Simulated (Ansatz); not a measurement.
Reaction (hydrogenolysis of the Al–F bond): `C#[C][Al]([NH2])[F]` + H₂ → `C#[C][AlH][NH2]` + H–F

Computed with Ansatz on PBE0-D4/def2-TZVP structures; ΔE is electronic, products minus reactants. CBS: MP2 limit from def2 TZ/QZ plus the TZ coupled-cluster correction, frozen cores. This one scheme is used for every species. Functionals use def2-TZVPP. Each species was taken in one conformer, which may not be the lowest.

```csv
species,B2PLYP energy (Eh)
`C#[C][Al]([NH2])[F]`,-474.95063
H₂,-1.16991
`C#[C][AlH][NH2]`,-375.61870
H–F,-100.43758
```

(1) Work out ΔE.

Largest T1 diagnostic among the species: 0.013.

Answers

(1) ΔE = (-375.61870) + (-100.43758) − (-474.95063) − (-1.16991) = 0.06426 Eh = +1.75 eV. CCSD(T)/CBS gives +1.71 eV.

Leaving LDA and LC-ωPBE aside and taking each functional with its dispersion term where it has one, the values, not all of them listed here, spread over 0.16 eV, from HSE06-D4 to r2SCAN-D4. From r2SCAN to r2SCAN0 (25 % exact exchange), in def2-TZVPP and without D4, ΔE moves by −0.05 eV.
